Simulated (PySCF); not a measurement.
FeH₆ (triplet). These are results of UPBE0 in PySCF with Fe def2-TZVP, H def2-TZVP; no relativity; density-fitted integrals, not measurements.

Harmonic bands of its minimum:

| ω (cm⁻¹) | IR (km/mol) |
| --- | --- |
| 500 | 144 |
| 510 | 9.5 |
| 604 | 24.9 |
| 682 | 0.0 |
| 694 | 19.1 |
| 700 | 56.7 |
| 879 | 0.0 |
| 1050 | 83.6 |
| 1061 | 22.4 |
| 1783 | 2.7 |
| 1786 | 50.6 |
| 1893 | 168 |
| 1931 | 72.9 |
| 2793 | 110 |
| 2842 | 315 |

Question: The central atom is Fe. Infer the point group and assign the bands.

Answer: C2v. The modes span 6a1 + 2b1 + 5b2 + 2a2: 500 a1, 510 b1, 604 b2, 682 a2, 694 b1, 700 a1, 879 a2, 1050 a1, 1061 b2, 1783 a1, 1786 b2, 1893 b2, 1931 a1, 2793 b2, 2842 a1. The computed geometry has Fe–H 1.533 Å (×2), Fe–H 1.620 Å (×2), Fe–H 1.672 Å (×2), H–H 0.863 Å (×2); Fe–H–H 71.5° (×2), Fe–H–H 78.2° (×2), H–Fe–H 30.3° (×2), H–Fe–H 67.4° (×2), H–Fe–H 78.6°, H–Fe–H 85.9°, H–Fe–H 97.7° (×2), H–Fe–H 116.2° (×2), H–Fe–H 146.0° (×2), H–Fe–H 146.6°, H–Fe–H 176.4° (×2).

This need not be the most stable arrangement of these atoms. With open d or f shells other occupations or spin states may lie lower.
